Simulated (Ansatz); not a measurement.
CF3O3S (SMILES O=S(=O)([O-])C(F)(F)F), charge -1, singlet, geometry from GFN2-xTB (a gas-phase anion, which may not be bound at this level); CCSD(T)/STO-3G in Ansatz (an electronic-structure program).

Here is a job for Ansatz.
Ansatz 0.2 input:
```yaml
crystal:
  periodic: [false, false, false]
  atoms:
    - {symbol: O, position_ang: [1.43759940, -0.31893974, 1.17113549]}
    - {symbol: S, position_ang: [0.92357543, -0.03591358, -0.15049648]}
    - {symbol: O, position_ang: [1.20167442, 1.28840781, -0.66027026]}
    - {symbol: O, position_ang: [1.03510126, -1.11234754, -1.10960410]}
    - {symbol: C, position_ang: [-0.92892797, 0.03612172, 0.15136868]}
    - {symbol: F, position_ang: [-1.26275110, 0.99198614, 1.03329425]}
    - {symbol: F, position_ang: [-1.40924817, -1.11942013, 0.63811600]}
    - {symbol: F, position_ang: [-1.61673848, 0.29420318, -0.97256107]}
basis:
  gaussian:
    orbitals: STO-3G
total_charge: -1
magnetization: {spin_polarized: false}
correlation: {method: ccsd_t, electrons: outside_noble_gas}
accuracy: high
```

Q: Write the output that Ansatz gives for this input, abridged.

A: 
```
Functional definition: HF
1009 factors; integrals over basis functions are off by at most 6.9e-8 eV
mean field evaluation 1: about -25717.0888 eV, gradient 6.5e1 eV
mean field evaluation 2: about -25717.4122 eV, gradient 6.6e1 eV
mean field evaluation 4: about -25732.4170 eV, gradient 3.8e0 eV
mean field evaluation 8: about -25732.5152 eV, gradient 4.5e-4 eV
mean field evaluation 16: about -25731.9034 eV, gradient 3.8e0 eV
mean field -25732.51516529 eV, -945.6524901993 hartree, gradient 1.7e-8 eV, S^2 0.000000; 0 other end points of the search recorded, 0 dependent functions left out
12 core orbitals not correlated
reference -25732.51516529 eV, -945.6524901993 hartree; 25, 25 occupied and 7, 7 virtual orbitals, 1009 factors
second order -6.10098014 eV of doubles, -0.00000000 eV of singles
cycle   1  -6.55996409 eV  change   -4.6e-1 eV  update   1.3e-1
cycle   2  -7.06200673 eV  change   -5.0e-1 eV  update   4.3e-2
cycle   3  -7.20320015 eV  change   -1.4e-1 eV  update   2.6e-2
cycle   4  -7.20666261 eV  change   -3.5e-3 eV  update   6.3e-3
cycle   5  -7.20503636 eV  change    1.6e-3 eV  update   2.1e-3
cycle   6  -7.20523741 eV  change   -2.0e-4 eV  update   6.2e-4
cycle   7  -7.20521133 eV  change    2.6e-5 eV  update   2.0e-4
cycle   8  -7.20515412 eV  change    5.7e-5 eV  update   7.2e-5
cycle   9  -7.20517744 eV  change   -2.3e-5 eV  update   2.2e-5
cycle  10  -7.20518961 eV  change   -1.2e-5 eV  update   7.6e-6
cycle  11  -7.20519298 eV  change   -3.4e-6 eV  update   3.1e-6
cycle  12  -7.20519430 eV  change   -1.3e-6 eV  update   8.6e-7
cycle  13  -7.20519412 eV  change    1.9e-7 eV  update   2.6e-7
cycle  14  -7.20519449 eV  change   -3.8e-7 eV  update   9.3e-8
cycle  15  -7.20519449 eV  change    2.2e-9 eV  update   3.5e-8
cycle  16  -7.20519404 eV  change    4.5e-7 eV  update   1.6e-7
cycle  17  -7.20519407 eV  change   -3.6e-8 eV  update   5.5e-8
cycle  18  -7.20519406 eV  change    1.6e-8 eV  update   2.2e-8
cycle  19  -7.20519408 eV  change   -2.8e-8 eV  update   7.4e-9
cycle  20  -7.20519409 eV  change   -6.4e-9 eV  update   2.3e-9
cycle  21  -7.20519409 eV  change  -6.3e-10 eV  update  7.8e-10
perturbative correction -0.45250277 eV, -0.0166291701 hartree
Total energy: -25740.17286216 eV, -945.9339053684 hartree
```
